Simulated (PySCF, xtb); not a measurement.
dibromo(difluoro)methane (CBr2F2), SMILES BrC(Br)(F)F.

GFN2-xTB in xtb 6.7.1 at its own geometry gives an orbital gap of 4.19 eV and a dipole moment of 1.08 D.

The structure is a stationary point at PBE0-D3(BJ)/def2-SVP.

**Question.** What does PySCF with ωB97X/def2-TZVP give? (An estimate is asked for; the answer gives what the named calculation found.)

**Answer.** gap 11.49 eV (levels -10.94 and 0.55 eV), dipole 0.42 D.
